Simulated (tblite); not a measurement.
Compound: C3H11AsOSi2.
Atom-mapped SMILES: `[CH3:1][Si@@H:2]([AsH2:3])[C@H:4]([SiH3:5])[CH:6]=[O:7]` (hydrogens: H8, H9, H10 on C1; H11 on Si2; H12, H13 on As3; H14 on C4; H15, H16, H17 on Si5; H18 on C6)

Computed with GFN2-xTB (tblite), gas phase: L-BFGS steps from a force-field or distance-geometry start until the largest atomic force falls under 0.01 eV/Å.

Step 23: E = -595.7613 eV
```
atom  x, y, z in Å  |  force x, y, z in eV/Å
C1      1.5161    1.7120    0.3708   -0.008  -0.004  -0.003
Si2     0.8975   -0.0251   -0.1316   -0.003   0.003   0.017
As3     1.7243   -1.6854    1.2999   -0.022  -0.025  -0.051
C4     -1.0297   -0.0476   -0.0093   -0.026   0.010   0.002
Si5    -1.7337   -1.7017   -0.6645   -0.001   0.012  -0.013
C6     -1.5416    1.0383   -0.8456    0.021   0.018  -0.008
O7     -1.3523    1.1365   -2.0350   -0.015   0.012  -0.004
H8      1.1496    2.4899   -0.2930   -0.010  -0.025  -0.004
H9      2.6034    1.7415    0.3484   -0.029   0.005   0.001
H10     1.2031    1.9625    1.3833    0.004  -0.001  -0.020
H11     1.2649   -0.2797   -1.5346    0.018   0.013   0.011
H12     1.3976   -0.8618    2.5121    0.005   0.010   0.025
H13     3.0861   -1.0599    1.2691    0.016   0.007   0.012
H14    -1.3335    0.0904    1.0305    0.000   0.008   0.018
H15    -1.3247   -1.9103   -2.0486    0.010  -0.004   0.016
H16    -1.2044   -2.7493    0.2209   -0.002  -0.019  -0.008
H17    -3.1964   -1.6608   -0.5682    0.012   0.015   0.017
H18    -2.1350    1.8168   -0.3162    0.030  -0.036  -0.008
```

Step 24: E = -595.7617 eV
```
atom  x, y, z in Å  |  force x, y, z in eV/Å
C1      1.5145    1.7138    0.3705   -0.008  -0.004  -0.005
Si2     0.8980   -0.0247   -0.1300    0.002   0.020   0.023
As3     1.7235   -1.6869    1.2984   -0.012  -0.031  -0.047
C4     -1.0282   -0.0473   -0.0082   -0.044  -0.015  -0.008
Si5    -1.7328   -1.7016   -0.6640   -0.011  -0.003  -0.016
C6     -1.5392    1.0381   -0.8455    0.018   0.023  -0.013
O7     -1.3504    1.1352   -2.0350   -0.013   0.010   0.001
H8      1.1469    2.4900   -0.2948   -0.009  -0.025  -0.009
H9      2.6018    1.7434    0.3460   -0.031   0.010   0.009
H10     1.2016    1.9679    1.3821    0.011  -0.008  -0.019
H11     1.2665   -0.2751   -1.5329    0.018   0.006   0.002
H12     1.3982   -0.8658    2.5123    0.001   0.012   0.029
H13     3.0863   -1.0630    1.2707    0.014   0.006   0.008
H14    -1.3342    0.0896    1.0310    0.005   0.013   0.022
H15    -1.3261   -1.9121   -2.0492    0.008   0.002   0.031
H16    -1.2075   -2.7542    0.2197   -0.003   0.002  -0.017
H17    -3.1962   -1.6586   -0.5662    0.026   0.016   0.015
H18    -2.1316    1.8175   -0.3165    0.028  -0.033  -0.007
```

Step 25: E = -595.7621 eV
```
atom  x, y, z in Å  |  force x, y, z in eV/Å
C1      1.5126    1.7156    0.3701   -0.008  -0.004  -0.007
Si2     0.8986   -0.0242   -0.1279    0.000   0.028   0.018
As3     1.7224   -1.6892    1.2962    0.003  -0.023  -0.025
C4     -1.0273   -0.0471   -0.0070   -0.045  -0.035  -0.014
Si5    -1.7318   -1.7015   -0.6636   -0.018  -0.017  -0.009
C6     -1.5364    1.0382   -0.8454    0.009   0.015  -0.015
O7     -1.3488    1.1343   -2.0352   -0.007   0.006   0.001
H8      1.1438    2.4895   -0.2969   -0.011  -0.021  -0.016
H9      2.5995    1.7454    0.3434   -0.023   0.015   0.015
H10     1.2000    1.9733    1.3806    0.014  -0.014  -0.010
H11     1.2688   -0.2700   -1.5310    0.017   0.000  -0.002
H12     1.3991   -0.8699    2.5128   -0.002   0.004   0.020
H13     3.0866   -1.0660    1.2725    0.005   0.000   0.002
H14    -1.3349    0.0893    1.0317    0.008   0.017   0.018
H15    -1.3271   -1.9140   -2.0494    0.009   0.007   0.036
H16    -1.2109   -2.7596    0.2179   -0.003   0.022  -0.025
H17    -3.1954   -1.6558   -0.5637    0.031   0.016   0.012
H18    -2.1275    1.8179   -0.3168    0.021  -0.017   0.001
```

Question: Estimate the geometry and energy of step 26. (The exact step hangs on the optimiser's Hessian estimate; all steps are aligned on step 25, rigid shifts and turns removed.)

Answer: E = -595.7624 eV, largest force 0.049 eV/Å
```
atom  x, y, z in Å  |  force x, y, z in eV/Å
C1      1.5108    1.7167    0.3696   -0.008  -0.002  -0.008
Si2     0.8989   -0.0236   -0.1260   -0.010   0.020   0.005
As3     1.7217   -1.6914    1.2940    0.015  -0.006   0.002
C4     -1.0273   -0.0473   -0.0064   -0.029  -0.038  -0.012
Si5    -1.7312   -1.7016   -0.6634   -0.017  -0.021   0.001
C6     -1.5341    1.0385   -0.8456   -0.002  -0.002  -0.012
O7     -1.3478    1.1338   -2.0355    0.001   0.003  -0.002
H8      1.1410    2.4884   -0.2989   -0.013  -0.013  -0.023
H9      2.5973    1.7470    0.3416   -0.008   0.019   0.017
H10     1.1989    1.9772    1.3792    0.011  -0.014   0.002
H11     1.2710   -0.2661   -1.5294    0.013  -0.003   0.000
H12     1.3998   -0.8729    2.5135   -0.003  -0.010   0.005
H13     3.0869   -1.0682    1.2741   -0.004  -0.006  -0.003
H14    -1.3354    0.0896    1.0326    0.009   0.017   0.007
H15    -1.3275   -1.9153   -2.0488    0.011   0.009   0.028
H16    -1.2135   -2.7634    0.2159    0.000   0.030  -0.024
H17    -3.1942   -1.6532   -0.5612    0.021   0.015   0.009
H18    -2.1241    1.8180   -0.3170    0.013   0.003   0.009
```

The energy changes by -0.0003 eV. The first-order estimate −F·Δx gives -0.0005 eV and the mean of the old and new forces, exact on a quadratic surface, -0.0003 eV. The step makes an angle of 73° with the force vector and moves no atom by more than 0.005 Å.

What follows is the cost of the whole relaxation. Time: 3.8 s wall. Hardware: Intel Xeon at 2.50 GHz, one thread, shared host.
